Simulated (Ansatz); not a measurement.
Total energies of MoN(NH2)3 (MoN₄H₆) from Ansatz at B3LYP-D4/def2-TZVP, gas phase (1 Eh = 27.2114 eV = 2625.5 kJ/mol). The reference geometry is relaxed at PBE-D4/def2-SVP.

```xyz
11

Mo    0.1843   -0.1510    0.2431
N     1.0769   -0.8810    1.4217
N     1.3459   -0.1515   -1.3338
H     2.2942   -0.5349   -1.3696
H     1.0911    0.2351   -2.2490
N    -0.1949    1.6381    0.9442
H    -0.7370    2.3570    0.4527
H     0.1159    1.9959    1.8514
N    -1.4060   -1.2782    0.0528
H    -2.1738   -1.1014   -0.6040
H    -1.5966   -2.1280    0.5905
```

```json
{"state": "charge 0 singlet", "geometry": "reference", "energy (Eh)": "-291.06754"}
{"state": "charge 1 doublet", "geometry": "reference", "energy (Eh)": "-290.74875"}
{"state": "free Mo atom (septet)", "geometry": "–", "energy (Eh)": "-68.12328"}
{"state": "free N atom (quartet)", "geometry": "–", "energy (Eh)": "-54.60397"}
{"state": "free H atom (doublet)", "geometry": "–", "energy (Eh)": "-0.50215"}
```

In the def2 sets Mo takes a core potential; there is no spin–orbit coupling. B3LYP takes the VWN-RPA correlation.

**Question.** Work out the vertical ionisation energy to the doublet.

**Answer.** E(charge 1 doublet) − E(charge 0 singlet) = -290.74875 − (-291.06754) = 0.31879 Eh = 8.67 eV. For comparison, −ε of the highest occupied level is 6.64 eV at this level, 2.03 eV less.

**Question.** What is the binding energy per atom against free atoms?

**Answer.** Atoms: 1 × (-68.12328) + 4 × (-54.60397) + 6 × (-0.50215) = -289.55206 Eh. Binding: -289.55206 − (-291.06754) = 1.51548 Eh = 41.24 eV, or 3.75 eV for each of 11 atoms (no zero-point energy, no counterpoise term).

The restricted singlet is unstable towards broken spin symmetry in Hartree–Fock (as tested in another run); at B3LYP-D4/def2-TZVP this wasn't settled.
